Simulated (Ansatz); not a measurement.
`CNCC(F)(F)F`, relaxed with RKS PBE0-D4/def2-TZVP in Ansatz from a PBE-D4/def2-SVP geometry. The force threshold is 0.005 eV/Å; the program also tests the step.

The species carries charge 0 and has multiplicity 1.

Start:

```xyz
13

C     0.209   -0.845   -1.725
N     0.287    0.203   -0.725
C    -0.279   -0.161    0.551
C    -0.236    1.008    1.522
F    -0.981    2.052    1.111
F    -0.687    0.631    2.741
F     1.040    1.456    1.678
H    -0.854   -1.058   -1.970
H     0.677   -1.820   -1.424
H     0.699   -0.508   -2.660
H     1.257    0.510   -0.594
H    -1.347   -0.440    0.424
H     0.214   -1.028    1.070
```

| step | energy (eV) | largest force (eV/Å) | largest move (Å) |
| --- | --- | --- | --- |
| 1 | -12841.9984 | 0.730 | 0.000 |
| 2 | -12842.0508 | 0.284 | 0.030 |
| 3 | -12842.0572 | 0.037 | 0.012 |
| 4 | -12842.0573 | 0.013 | 0.004 |
| 5 | -12842.0574 | 0.007 | 0.007 |
| 6 | -12842.0574 | 0.008 | 0.006 |
| 7 | -12842.0575 | 0.003 | 0.006 |

End:

```xyz
13

C     0.197   -0.841   -1.713
N     0.305    0.207   -0.721
C    -0.261   -0.162    0.546
C    -0.240    0.999    1.509
F    -0.988    2.024    1.102
F    -0.696    0.619    2.711
F     1.010    1.463    1.686
H    -0.857   -1.018   -1.944
H     0.639   -1.801   -1.402
H     0.686   -0.521   -2.634
H     1.272    0.479   -0.600
H    -1.309   -0.443    0.410
H     0.242   -1.005    1.051
```

Run time 14 s (2 threads of an AMD EPYC 7R13 on a shared host and a share of an NVIDIA H100 80 GB); peak host memory 0.89 GiB.
